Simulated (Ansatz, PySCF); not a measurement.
Stretching the Si4–H5 bond in GaH5Si (SMILES [SiH3][GaH2]) (multiplicity 1 held, fragments rigid). Energies count from the point at 1.488 Å.
Geometry at that point (charge 0, multiplicity 1):
```json
[
 {"atom": "Ga", "x (Å)": "0.0214", "y (Å)": "-0.3802", "z (Å)": "-0.7300"},
 {"atom": "H", "x (Å)": "-1.2890", "y (Å)": "-0.5161", "z (Å)": "-1.5946"},
 {"atom": "H", "x (Å)": "1.3585", "y (Å)": "-0.9627", "z (Å)": "-1.3251"},
 {"atom": "Si", "x (Å)": "-0.0393", "y (Å)": "0.7330", "z (Å)": "1.4213"},
 {"atom": "H", "x (Å)": "-0.0485", "y (Å)": "2.2044", "z (Å)": "1.2014"},
 {"atom": "H", "x (Å)": "1.1342", "y (Å)": "0.4111", "z (Å)": "2.2710"},
 {"atom": "H", "x (Å)": "-1.2689", "y (Å)": "0.3879", "z (Å)": "2.1794"}
]
```

U- levels take the lowest unrestricted solution at each point, which mixes spins at long bonds. Active spaces are followed from a long bond inwards. Levels need not reach the same state.

Correlated levels freeze the cores. Filled d and f shells under p-block atoms count as core. Rows in 3-21G, LANL2DZ carry no dispersion term and start afresh at each structure; the Pople sets are all-electron and without relativity. LANL2DZ brings its own core potentials from Na on.

Programs: Ansatz (Gaussian orbitals); PySCF for 3-21G rows, LANL2DZ rows. 

Task: What energy at R = 4.761 Å does U-HF/LANL2DZ give?

Result: 65.3 kcal/mol

Task: Estimate the energy at R = 4.761 Å that FIC-MRCISD+Q on CASSCF(2,2)/def2-TZVPP returns for this input.

Result: 88.4 kcal/mol

Task: Estimate the energy at R = 4.761 Å that R-HF/3-21G returns for this input.

Result: 166.7 kcal/mol

Doubts at one or more of the structures used: a restricted determinant that unrestricted orbitals would lower (R-HF/3-21G); a spin-contaminated determinant (U-HF/LANL2DZ).

Ansatz is a first-principles code.
